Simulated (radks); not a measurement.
The numbers below are computed, except where a source is named.
Question: Valence configurations of Cl (all share [Ne]). Level of theory: scalar-relativistic Kohn-Sham, BLYP, spin-unpolarised, spherical densities, point nucleus (a radial shooting solver on a logarithmic mesh with Libxc functionals). Order these by energy: 3s1 3p6; 3s1.5 3p5.5; 3s2 3p5.

Answer: From the lowest, in eV above it: 3s2 3p5 0.000; 3s1.5 3p5.5 6.057; 3s1 3p6 12.144. NIST lists [Ne] 3s2 3p5 as the ground configuration; this level of theory agrees among the configurations tried. The energies are those of spherical spin-averaged densities, not of single terms.
